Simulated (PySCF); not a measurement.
CuCl2, SMILES [Cl][Cu-][Cl], charge -1, multiplicity 1.

The structure is a stationary point at ωB97X-D3(BJ)/def2-SVPD. The multiplicity is an assumed one; other spin states were not compared.

These are PBE/def2-TZVPD in PySCF values and carry that method's errors.

The molecule is in vacuum.

```yaml
total_energy: -2560.55155 hartree
point_group: D∞h
highest_occupied_level: -0.67 eV
lowest_empty_level: 2.81 eV
orbital_gap: 3.49 eV
dipole_moment_about_the_centre_of_nuclear_charge: 0.00 D
mean_static_polarisability: 72.6 bohr³ (10.75 Å³)
polarisability_principal_values: 61.5, 61.5, 94.7 bohr³
```
